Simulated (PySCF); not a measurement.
# A survey of 29Si NMR shifts

Computational details: GIAO PBE0/pcSseg-1 shieldings, GFN2-xTB structure, in PySCF 2.14 (one averaged value for each set of equivalent atoms, relativity neglected, no solvent model, single conformer).

Shieldings were converted by a linear fit to measured shifts: 29Si (scatter 8.9 ppm rms, 25.8 ppm with the 6 outliers that the fit left out vs TMS, solution or neat liquid). A few per cent of atoms miss by over 2 rms, more outside the fitted compound classes.

**Question.** Give the 29Si shifts of `C#C[C@@H](C)[Si@@H](OC=O)[SiH2]P`, `C#C[Si@@]1(Cl)O[Si@H](C)[SiH2][SiH2]1`, `C=C(C)[Si@H](Cl)C[SiH3]`, `CC(C)[SiH2]O[SiH2]F`, `O=C1C[C@@H]2C([SiH3])=C([SiH3])[C@H]12`, `C=C=C(C#C[SiH2]C)C(C)=S`, `C#CC(=C=S)[SiH2]C1CCC1`.

**Answer.** 
```json
{"compound": "[CH:1]#[C:2][C@@H:3]([CH3:4])[Si@@H:5]([O:6][CH:7]=[O:8])[SiH2:9][PH2:10]", "environment": "Si5: silicon bonded to C, O, Si, H", "δ (ppm)": "-11.9"}
{"compound": "[CH:1]#[C:2][C@@H:3]([CH3:4])[Si@@H:5]([O:6][CH:7]=[O:8])[SiH2:9][PH2:10]", "environment": "Si9: silicon bonded to P, Si, 2 H", "δ (ppm)": "-88.3"}
{"compound": "[CH:1]#[C:2][Si@@:3]1([Cl:4])[O:5][Si@H:6]([CH3:7])[SiH2:8][SiH2:9]1", "environment": "Si6: silicon bonded to C, O, Si, H, in a 5-membered ring", "δ (ppm)": "-8.0"}
{"compound": "[CH:1]#[C:2][Si@@:3]1([Cl:4])[O:5][Si@H:6]([CH3:7])[SiH2:8][SiH2:9]1", "environment": "Si3: silicon bonded to C, Cl, O, Si, in a 5-membered ring", "δ (ppm)": "-14.4"}
{"compound": "[CH:1]#[C:2][Si@@:3]1([Cl:4])[O:5][Si@H:6]([CH3:7])[SiH2:8][SiH2:9]1", "environment": "Si9: silicon bonded to 2 Si, 2 H, in a 5-membered ring", "δ (ppm)": "-103.6"}
{"compound": "[CH:1]#[C:2][Si@@:3]1([Cl:4])[O:5][Si@H:6]([CH3:7])[SiH2:8][SiH2:9]1", "environment": "Si8: silicon bonded to 2 Si, 2 H, in a 5-membered ring", "δ (ppm)": "-105.2"}
{"compound": "[CH2:1]=[C:2]([CH3:3])[Si@H:4]([Cl:5])[CH2:6][SiH3:7]", "environment": "Si4: silicon bonded to 2 C, Cl, H", "δ (ppm)": "-7.9"}
{"compound": "[CH2:1]=[C:2]([CH3:3])[Si@H:4]([Cl:5])[CH2:6][SiH3:7]", "environment": "Si7: silicon bonded to C, 3 H", "δ (ppm)": "-71.5"}
{"compound": "[CH3:1][CH:2]([CH3:3])[SiH2:4][O:5][SiH2:6][F:7]", "environment": "Si4: silicon bonded to C, O, 2 H", "δ (ppm)": "-19.1"}
{"compound": "[CH3:1][CH:2]([CH3:3])[SiH2:4][O:5][SiH2:6][F:7]", "environment": "Si6: silicon bonded to F, O, 2 H", "δ (ppm)": "-34.5"}
{"compound": "[O:1]=[C:2]1[CH2:3][C@@H:4]2[C:5]([SiH3:6])=[C:7]([SiH3:8])[C@H:9]12", "environment": "Si8: silicon bonded to C, 3 H", "δ (ppm)": "-80.4"}
{"compound": "[O:1]=[C:2]1[CH2:3][C@@H:4]2[C:5]([SiH3:6])=[C:7]([SiH3:8])[C@H:9]12", "environment": "Si6: silicon bonded to C, 3 H", "δ (ppm)": "-81.7"}
{"compound": "C=C=C(C#C[SiH2]C)C(C)=S", "environment": "silicon bonded to 2 C, 2 H", "δ (ppm)": "-63.8"}
{"compound": "C#CC(=C=S)[SiH2]C1CCC1", "environment": "silicon bonded to 2 C, 2 H", "δ (ppm)": "-22.4"}
```

**Question.** Order these by 29Si shift, lowest first.
A. CC(C)N[SiH2]N
B. CC(=S)C1=C[C@@]2([SiH3])C=C[C@@H]12
C. CN[SiH](C)NC

**Answer.** B (-67.0 ppm, silicon bonded to C, 3 H), A (-41.6 ppm, silicon bonded to 2 N, 2 H), C (-19.5 ppm, silicon bonded to C, 2 N, H).
